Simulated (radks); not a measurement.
Trend from Lu4+ to Hg4+: ionisation energy by Delta-SCF between NIST ground configurations, and size. Calculated with a radial shooting solver on a logarithmic mesh with Libxc functionals: Dirac Kohn-Sham, LDA (Slater exchange, Perdew-Wang correlation), spin-unpolarised, spherical densities, finite nucleus; open shells fill j = l - 1/2 first; Fermi nuclear charge, rms radius of each element as measured or else 0.836 A^(1/3) + 0.57 fm.

species  configuration  configuration of the ion  IE (eV)  NIST (eV)       kind   -e(HOMO) (eV)
Lu4+         [Xe] 4f13                 [Xe] 4f12   68.717       66.8  semi-emp.  57.102 (4f7/2)
Hf4+         [Xe] 4f14                 [Xe] 4f13   69.144      68.37  semi-emp.  57.430 (4f7/2)
Ta4+     [Xe] 4f14 5d1                 [Xe] 4f14   48.405      48.27  semi-emp.  41.925 (5d3/2)
W4+      [Xe] 4f14 5d2             [Xe] 4f14 5d1   50.975       51.6  semi-emp.  44.300 (5d3/2)
Re4+     [Xe] 4f14 5d3             [Xe] 4f14 5d2   53.511         52     theory  46.642 (5d3/2)
Os4+     [Xe] 4f14 5d4             [Xe] 4f14 5d3   56.021         55     theory  48.959 (5d3/2)
Ir4+     [Xe] 4f14 5d5             [Xe] 4f14 5d4   56.920         57     theory  49.809 (5d5/2)
Pt4+     [Xe] 4f14 5d6             [Xe] 4f14 5d5   59.342         56     theory  52.041 (5d5/2)
Au4+     [Xe] 4f14 5d7             [Xe] 4f14 5d6   61.744         60     theory  54.254 (5d5/2)
Hg4+     [Xe] 4f14 5d8             [Xe] 4f14 5d7   64.129       61.2       exp.  56.451 (5d5/2)

Reference values: NIST Atomic Spectra Database (exp. = measured, semi-emp. = semi-empirical, theory = theoretical value adopted there). Spin polarisation and multiplet splitting are left out, so open shells lie too high by an amount that depends on their filling.

Beside tabulated values, note that spin-unpolarised runs miss the spin-polarisation part of the exchange energy of open shells.
